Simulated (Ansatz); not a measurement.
`C[SiH2][Te][SiH3]`, charge 0, multiplicity 1.

(1) Give a relaxed structure at PBE0-D4/def2-TZVP (Ansatz). (An estimate is asked.)

## Answers

(1) Ansatz gave: 
```xyz
12

C    -1.5617    1.1263    0.0482
Si    0.2017    1.2979   -0.5400
Te    1.8393    0.3232    1.0806
Si    1.1748   -1.9894    0.4452
H    -1.8253    0.0750    0.1802
H    -1.6973    1.6346    1.0047
H    -2.2486    1.5645   -0.6812
H     0.5845    2.7277   -0.6746
H     0.3816    0.6223   -1.8530
H     1.4755   -2.2520   -0.9852
H     1.9525   -2.9188    1.3022
H    -0.2772   -2.2115    0.6729
```
This is one stationary point; other conformers may exist.
